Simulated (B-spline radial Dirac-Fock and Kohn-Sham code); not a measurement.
**Kohn-Sham estimates against Dirac-Fock for the levels of Tc¹⁸⁺**

System: the Tc¹⁸⁺ ion in the configuration [Ar] 3d7.

The density-functional columns are spherical, spin-unpolarised Dirac-Kohn-Sham results without Breit or QED terms: −ε is minus the orbital energy of the initial state and ΔSCF the difference of two total energies. The reference in the last column comes from Dirac-Fock (average of configuration) total-energy differences with a finite nucleus, the Breit interaction including its frequency dependence, and self-energy and vacuum-polarisation corrections. All numbers are from a radial finite-basis atomic code, in eV; a selection of levels is shown. The Kohn-Sham columns are given as differences from the reference. For the 1s level of heavy atoms much of the gap between ΔSCF and the reference is the Breit and QED part, -58.9 eV here; for other levels the error of the functional can be larger.

```tsv
level	LDA −ε − DF	LDA ΔSCF − DF	Dirac-Fock
K	-244.8	+52.5	21629.8
L1	-103.5	-39.7	3622.1
L2	-79.3	-3.5	3370.8
L3	-80.7	-7.7	3253.7
M1	-48.4	-21.0	1057.5
M2	-36.8	-8.8	959.4
M3	-36.7	-9.2	937.3
M4,5	-28.2	+1.5	776.8
```

Values without a named source are computed, but for edge energies of neutral atoms, which are taken from tables.
